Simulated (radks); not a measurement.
All-electron atom: Ca II in [Ar] 4s1. All-electron calculation, Dirac Kohn-Sham, PBE, spin-unpolarised, spherical densities, finite nucleus; Fermi nuclear charge, rms radius 3.4776 fm. Program: a radial shooting solver on a logarithmic mesh with Libxc functionals.

Unscreened Slater integrals over Kohn-Sham orbitals (cm^-1). Large and small components are both included.

| integral | value |
|---|---|
| F0(4s1/2,4s1/2) | 54879 |
| F0(4s1/2,3p3/2) | 69966 |
| G1(4s1/2,3p3/2) | 4863.0 |
| F0(4s1/2,3p1/2) | 70009 |
| G1(4s1/2,3p1/2) | 4819.0 |
| F0(4s1/2,3s1/2) | 70570 |
| G0(4s1/2,3s1/2) | 3280.9 |
| F0(3p3/2,3p3/2) | 156410 |
| F2(3p3/2,3p3/2) | 78478 |
| F0(3p3/2,3p1/2) | 156890 |
| G2(3p3/2,3p1/2) | 78690 |
| F0(3p3/2,3s1/2) | 163370 |
| G1(3p3/2,3s1/2) | 108410 |
| F0(3p1/2,3p1/2) | 157370 |
| F0(3p1/2,3s1/2) | 163910 |
| G1(3p1/2,3s1/2) | 108840 |
| F0(3s1/2,3s1/2) | 171320 |
